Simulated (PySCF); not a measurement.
**Energy of Pt⁺ (platinum, charge +1) between two integer charges**

The 5d beta orbital of [Xe] 4f14 5d9 is emptied in steps (occupation f), with all orbitals relaxed, ending at [Xe] 4f14 5d8. Calculation: PySCF 2.14, in aug-cc-pVTZ-PP with ECP60MDF; scalar relativity through the core potential. The exact energy is a straight line in f; departures are measured from the line between the end points of the same method.

```
   f  B3LYP (eV)
   1       0.000
0.75      -0.719
 0.5      -0.980
0.25      -0.746
   0       0.000
```

```tsv
method	E(f=0) − E(f=1) (eV)	−ε at f=1 (eV)	−ε at f=0.5 (eV)
B3LYP	19.013	15.327	18.946
```

Orbital energy along the path (eV):

| f | B3LYP |
| --- | --- |
| 1 | -15.327 |
| 0.75 | -17.013 |
| 0.5 | -18.946 |
| 0.25 | -20.966 |
| 0 | -23.037 |

Reference removal energy between the ground levels: 18.56 ± 0.12 eV (measured; NIST Atomic Spectra Database, ionization energies). The calculation has no spin-orbit coupling. The determinant left behind need not be the lowest term of the ion.
